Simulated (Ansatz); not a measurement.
Mulliken charges of FH$_{3}$Sn (`[F][SnH3]`) from r2SCAN/def2-TZVPP in Ansatz (PBE0-D4/def2-TZVP geometry).

```
atom   x (Å)   y (Å)   z (Å)  charge (e)
  F1  -1.285   0.718   1.005      -0.500
 Sn2   0.100  -0.066  -0.079       0.847
  H3  -0.528  -0.055  -1.659      -0.116
  H4   0.319  -1.626   0.561      -0.116
  H5   1.444   0.955   0.131      -0.116
```

By hand: the dipole of these point charges (1 e Å = 4.8032 D).

Σ q r = (0.584, -0.331, -0.457) e Å, of length 0.812 e Å = 3.90 D.

How does the dipole of the full density compare? (Best estimate.)

The calculation gave: (0.398, -0.225, -0.312) e Å, 2.66 D; the point charges give 1.47 times that, at 0° from its direction.

Point charges leave out the atoms' own dipoles, such as those of lone pairs, and Mulliken's split depends on the basis, so the two needn't agree.
